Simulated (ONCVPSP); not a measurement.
# PBE ONCV dataset for Sc, scalar-relativistic all-electron reference.

scandium, optimised norm-conserving Vanderbilt (ONCV), made with ONCVPSP 4.0.1 (PBE, scalar-relativistic). Core [Ne], reference 3s2 3p6 3d1 4s2. Waves: 3s+4s: rc 1.90 bohr, ncon 4, nbas 8, qcut 5.7 1/bohr, 2 projectors; 3p: rc 1.80 bohr, ncon 4, nbas 8, qcut 8.8 1/bohr, 3 projectors, debl 1.4 Ha; 3d: rc 2.30 bohr, ncon 4, nbas 8, qcut 5.6 1/bohr, 2 projectors, debl 3 Ha. Local part: polynomial inside 1.35 bohr (lpopt 5, dvloc0 0 Ha). Core correction: Teter function, fcfact 5.25, rcfact 1.05.

All-electron outer shells of the reference configuration (PBE, scalar-relativistic, ld1.x):

```csv
shell,level (eV),outermost node (bohr),outermost maximum (bohr)
2p,-388.26,–,0.23
3s,-55.04,0.42,0.92
3p,-33.63,0.39,0.97
4s,-4.18,1.33,3.14
3d,-3.23,–,1.10
```

Estimate the cutoffs (Ha) at which the residual kinetic energy of the hardest occupied pseudo-wave falls to 1 and 0.1 mHa per electron.

18 Ha and 24 Ha. The cutoffs count occupied waves only; projector 2 of the d channel, the hardest unoccupied one, needs 51 Ha at the loose tolerance.

What does a ghost test show?

No bound ghost flagged; GHOST(+) flags only above 600 eV.

Its largest configuration-test error is -6.6 meV (3s2 3p6 3d1 4s0). 1 of 4 tests not solved or not reliable.
